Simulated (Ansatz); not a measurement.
Gas-phase electronic energies from Ansatz, PBE0-D4/def2-TZVP geometries. CBS: MP2 limit from def2 TZ/QZ plus the TZ coupled-cluster correction, frozen cores. DFT in def2-TZVPP. B3LYP here is the variant with VWN-RPA as its local correlation; programs differ in this. Elements past krypton have def2 core potentials. For Ge, I outer-core shells are correlated without core-valence functions, which leaves a few kJ/mol of doubt a bond. Scalar relativity is left out up to krypton. Each species was taken in one conformer, which may not be the lowest.

Reaction (redistribution): `F[SiH](F)N[SiH](Cl)Cl` + `[GeH3][I]` → `Cl[SiH](Cl)I` + `F[SiH](F)[NH][GeH3]`

```tsv
level	ΔE (kcal/mol)	difference from CCSD(T)/CBS
PBE-D4	14.4	-0.2
PBE0-D4	15.5	0.9
B3LYP-D4	16.1	1.5
ωB97X-V	15.6	1.0
ωB97M-V	16.1	1.5
B2PLYP	15.5	0.9
PBE	14.2	-0.4
r2SCAN	15.8	1.2
HF/def2-TZVPP	18.1	3.5
MP2/def2-TZVPP	14.5	-0.1
SCS-MP2/def2-TZVPP	14.7	0.1
CCSD/def2-TZVPP	15.7	1.1
CCSD(T)/def2-TZVPP	15.2	0.6
HF/def2-QZVPP	18.3	3.7
SCS-MP2/def2-QZVPP	14.5	-0.1
HF/CBS(def2)	18.3	3.7
CCSD(T)/CBS	14.6	0
```

Largest T1 diagnostic among the species: 0.012.

From PBE to PBE0 (25 % exact exchange), in def2-TZVPP and without D4, ΔE moves by +1.1 kcal/mol. In def2-TZVPP, CCSD(T) changes the Hartree–Fock value by −2.9 kcal/mol (the triples alone add −0.5 kcal/mol) and MP2 by −3.7 kcal/mol.
